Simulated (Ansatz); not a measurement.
Reactions of BH₇OSSi₂, SMILES `BO[SiH2]S[SiH3]`.

Calculated with Ansatz (gas phase, PBE0-D4/def2-TZVP geometries, no zero-point term in ΔE). CCSD(T)/CBS is the MP2 limit (def2-TZVPP, def2-QZVPP) plus CCSD(T) − MP2 in def2-TZVPP, frozen cores. This one scheme is used for every species. Functionals use def2-TZVPP. B3LYP here is the variant with VWN-RPA as its local correlation; programs differ in this. For Zn outer-core shells are correlated without core-valence functions, which leaves a few kJ/mol of doubt a bond. Scalar relativity is left out up to krypton. Each species was taken in one conformer, which may not be the lowest.

```json
{"reaction": "`BO[SiH2]S[SiH3]` + `[NH2][AlH][OH]` → `B[O][AlH][NH2]` + `O[SiH2]S[SiH3]`", "CCSD(T)/CBS(def2) (kJ/mol)": "-7"}
{"reaction": "`BO[SiH2]S[SiH3]` + `[NH2][Zn][OH]` → `[NH2][Zn][O][SiH3]` + `BO[SiH2]S`", "CCSD(T)/CBS(def2) (kJ/mol)": "-46"}
{"reaction": "`BO[SiH2]S[SiH3]` + `N[SiH2]CO` → `BN[SiH2]CO` + `O[SiH2]S[SiH3]`", "CCSD(T)/CBS(def2) (kJ/mol)": "?"}
{"reaction": "`BO[SiH2]S[SiH3]` + `[CH3][AlH][SH]` → `[CH3][AlH][S][SiH3]` + `BO[SiH2]S`", "CCSD(T)/CBS(def2) (kJ/mol)": "2"}
```

Q: Fill in the missing values. (Best estimate.)

A: Ansatz gave: `BO[SiH2]S[SiH3]` + `N[SiH2]CO` → `BN[SiH2]CO` + `O[SiH2]S[SiH3]`: +0.4 kJ/mol.

Largest T1 diagnostic: 0.017, for `[NH2][Zn][OH]`.
